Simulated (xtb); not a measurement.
C₄H₂BrCl, SMILES C#C/C=C(/Cl)Br. All values are semi-empirical tight-binding results from xtb (GFN2-xTB unless named), good for trends rather than for accurate numbers. Coordinates come from a GFN2-xTB optimisation. The structure was generated by enumeration; whether it is a known compound was not checked.

```yaml
point_group_as_xtb_finds_it: Cs
orbital_gap: 3.44 eV
zero_point_energy: 25.6 kcal/mol
G − E(el) at 298.15 K (modified RRHO): 5.0 kcal/mol
static polarisability (D4 model): 77.1 bohr³
solvation energy, GFN2-xTB/ALPB(water): -2.1 kcal/mol
solvation energy, GFN2-xTB/ALPB(acetone): -7.5 kcal/mol
```
